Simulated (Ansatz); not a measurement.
`[NH]=[W](=[NH])([Cl])[Cl]`, charge 0, multiplicity 1.

Task: Give a relaxed structure at PBE0-D4/def2-TZVP (Ansatz 0.2.0). (An estimate is asked.)

Result: The calculation gave: 
Z-matrix (Å, degrees):
```
W
N 1 1.737
Cl 1 2.277 2 107.8
N 1 1.737 2 110.1 3 117.3
Cl 1 2.277 2 107.8 3 -125.4
H 2 1.009 1 155.0 3 -117.3
H 4 1.009 1 155.0 2 0.0
```
Point group C2v.
